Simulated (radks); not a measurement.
Q: All-electron atom: La in [Xe] 5d1 6s2. Calculated with a radial shooting solver on a logarithmic mesh with Libxc functionals: scalar-relativistic Kohn-Sham, LDA (Slater exchange, Perdew-Wang correlation), spin-polarised, spherical densities, finite nucleus; open shells are filled with parallel spins first (spin-orbit coupling, left out, can overturn this in heavy ions); Fermi nuclear charge, rms radius 4.855 fm. Some entries of the table are withheld. Estimate them.

orbital  occ.  eigenvalue (Ry)  <r^2> (bohr^2)
1s down     1        -2844.979       0.0008551
1s up       1        -2844.979       0.0008551
2s up       1        -452.9833         0.01364
2s down     1        -452.9815         0.01364
2p up       3        -406.2315         0.01085
2p down     3        -406.2300         0.01085
3s up       1        -96.85358         0.09319
3s down     1        -96.85238         0.09319
3p up       3        -81.91873         0.09315
3p down     3        -81.91747         0.09315
3d up       5        -60.39183         0.07981
3d down     5        -60.39016         0.07981
4s up       1        -19.53225          0.4835
4s down     1        -19.52923          0.4835
4p up       3        -14.67028          0.5470
4p down     3        -14.66734          0.5470
4d up       5         -7.63111          0.6846
4d down     5         -7.62775          0.6843
5s up       1         -2.87936           2.720
5s down     1         -2.85945           2.707
5p up       3         -1.66314           3.702
5p down     3         -1.63717           3.680
6s up       1         -0.28955           21.23
6s down     1         -0.26886           22.22
5d up       1         -0.24930           10.60
5d down     0         -0.21834           11.11
6p up       0         -0.10845             (1)
6p down     0         -0.09823             (2)
7s up       0              (3)           252.3
7s down     0              (4)           286.3

A: 
(1) 6p up <r^2> (bohr^2): 38.58
(2) 6p down <r^2> (bohr^2): 41.07
(3) 7s up eigenvalue (Ry): -0.00713
(4) 7s down eigenvalue (Ry): -0.00576
